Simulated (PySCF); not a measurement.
Si2H4Cl2O

Si2H4Cl2O is a small molecule, neutral, singlet. The structure, one conformer, was relaxed in the gas phase by PBE0-D3(BJ)/def2-SVP. No frequency run checks that it is a minimum.

SMILES: O[Si]([SiH3])(Cl)Cl

Coordinates in Å:
```
Si1     0.793    0.196    0.062
Si2    -1.519   -0.040    0.021
Cl3     1.431    0.621    1.985
Cl4     1.352    1.802   -1.118
O5      1.515   -1.181   -0.481
H6     -1.971   -0.282   -1.380
H7     -1.927   -1.175    0.900
H8     -2.107    1.233    0.531
H9      2.478   -1.198   -0.529
```

Shieldings: GIAO PBE0/pcSseg-2. Shifts are against computed references at the same level: H TMS (σ 31.24 ppm), Si TMS (σ 341.3 ppm). Core levels by delta-SCF with SCAN, pcX-2 on the ionised atom and pcseg-1 elsewhere, spin-free X2C (2p3/2 is the spin-free 2p value less a third of a first-order spin-orbit splitting); from the vacuum level, for chosen atoms.

Problem. Give the NMR and core-level values of the distinct atoms.

Solution. 
| atoms | bonded to | σ (ppm) | δ (ppm) | core level (eV) |
| --- | --- | --- | --- | --- |
| Si1 | 2 Cl + 1 O + 1 Si | 332.1 | 9.2 | 2p3/2 108.80 |
| Si2 | 1 Si + 3 H | 445.4 | -104.1 | 2p3/2 107.14 |
| Cl3 Cl4 | 1 Si | 786.7 | - | 2p3/2 206.14 |
| O5 | 1 Si + 1 H | 232.5 | - | 1s 539.28 |
| H6 H7 H8 | 1 Si | 27.60 | 3.65 | - |
| H9 | 1 O | 28.58 | 2.66 | - |

Values are those of this one static structure, with the three H of a rotating XH3 group averaged; atoms that internal rotation interchanges would show their mean in an NMR spectrum.

Problem. Which of Si1, Si2 holds its core electrons tightest, and by how much against the loosest?

Solution. Si1 (bonded to 2 Cl + 1 O + 1 Si), by 1.66 eV over Si2 (bonded to 1 Si + 3 H).

Problem. By CAM-B3LYP/def2-SVPD (TDDFT singlets, Tamm-Dancoff triplets, ionisation by delta-SCF), where does absorption start, and what does vertical ionisation take?

Solution. The lowest singlet lies at 7.34 eV (f 0.074), the strongest of the first 6 at 7.69 eV (f 0.285), the lowest triplet at 6.44 eV; vertical ionisation takes 10.77 eV.

The 3 runs behind this took 4.7 min in all, one thread each of AMD EPYC 7571 on a shared host, launched as `OMP_NUM_THREADS=1 python cluster_run.py task.json out`.
